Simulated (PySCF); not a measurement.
## UHF on N⁺ (nitrogen, charge +1)

Configuration: [He] 2s2 2p2, high-spin 3P determinant. Calculation: PySCF 2.14, in Sapporo-DZP-2012 (4s3p1d, 18 functions); scalar relativity by spin-free X2C-1e.

```json
{
  "Total energy": "-53.905488 hartree",
  "One-electron energy": "-70.0530 hartree",
  "Hartree (Coulomb) energy": "22.3593 hartree",
  "Exchange energy": "-6.2118 hartree",
  "⟨S²⟩": "2.0066",
  "⟨L²⟩": "2.011",
  "Sum of ⟨r⟩": "5.478 bohr",
  "Sum of ⟨r²⟩": "7.911 bohr²",
  "Traceless quadrupole moment −½Σ⟨3z² − r²⟩ along its main axis": "0.789 e·bohr²",
  "Langevin diamagnetic susceptibility": "-6.27 ×10⁻⁶ cm³/mol",
  "Time after the integrals": "0.08 s of wall time on 1 thread of Neoverse-N1 (shared host)"
}
```

```json
{"shell": "1s α", "electrons": "1", "mean orbital energy (hartree)": "-16.33229", "rms radius, mean of both spins (bohr)": "0.265"}
{"shell": "1s β", "electrons": "1", "mean orbital energy (hartree)": "-16.25911", "rms radius, mean of both spins (bohr)": "0.265"}
{"shell": "2s α", "electrons": "1", "mean orbital energy (hartree)": "-1.62615", "rms radius, mean of both spins (bohr)": "1.38"}
{"shell": "2s β", "electrons": "1", "mean orbital energy (hartree)": "-1.31040", "rms radius, mean of both spins (bohr)": "1.38"}
{"shell": "2p α", "electrons": "2", "mean orbital energy (hartree)": "-1.11501", "rms radius, mean of both spins (bohr)": "1.40"}
```
